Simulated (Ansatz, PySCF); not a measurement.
Reaction (SMILES): O=[SiH2] [oxosilane] + H+ → [OH+]=[SiH2]
Geometries: B3LYP-D3(BJ)/def2-TZVP minima from Ansatz (a first-principles code). Frequencies are from Ansatz or PySCF.
Geometry of the first species:
```xyz
4

Si     0.0729    -0.4313    -0.0029
O     -0.1804     1.0669     0.0071
H     -0.9986    -1.4531    -0.0255
H      1.4209    -1.0442     0.0090
```

Quantity: proton affinity (0 K, with B3LYP-D3(BJ) harmonic zero-point energies), positive where the reaction releases energy, in eV. Cores are frozen in the correlated levels unless marked. Spin-orbit coupling is left out. Non-relativistic unless marked X2C. Basis-set limits of correlation are two-point, X^-3; Hartree-Fock from the larger set. [CCSD(T)-MP2]/basis is that difference in the basis named.

```
level                                                               program  proton affinity (eV)
-----------------------------------------------------------  --------------  --------------------
HF/6-31G                                                             Ansatz                  9.45
HF/def2-TZVPP                                                        Ansatz                  9.20
BLYP-D4/def2-TZVPD                                           Ansatz + dftd4                  8.48
BP86/def2-TZVPD                                                       PySCF                  8.51
PBE0-D4/def2-TZVP                                            Ansatz + dftd4                  8.71
MN15/def2-TZVPD                                                       PySCF                  8.64
LC-wPBE-D4/def2-TZVPD                                        Ansatz + dftd4                  8.78
wB97X-V/def2-TZVPD                                                   Ansatz                  8.75
MP2/def2-TZVPP                                                       Ansatz                  8.62
RI-MP2/cc-pV(Q+d)Z                                                   Ansatz                  8.60
RI-MP2/def2-QZVPPD                                                   Ansatz                  8.59
CCSD/STO-3G                                                          Ansatz                 11.55
CCSD/def2-SVPD                                                       Ansatz                  8.81
CCSD/cc-pVTZ                                                         Ansatz                  8.88
CCSD(T)/aug-cc-pV(D+d)Z                                              Ansatz                  8.64
CCSD(T)/def2-SVP                                                     Ansatz                  8.86
CCSD(T)/def2-TZVPP                                                   Ansatz                  8.72
X2C-CCSD(T)/cc-pVTZ-DK                                               Ansatz                  8.76
CCSDT/cc-pV(D+d)Z                                                    Ansatz                  8.75
RI-MP2/CBS(def2-TZVPPD,def2-QZVPPD)+[CCSD(T)-MP2]/def2-SVPD          Ansatz                  8.69
CCSD(T)/CBS(def2-TZVPPD,def2-QZVPPD)                                 Ansatz                  8.69
```
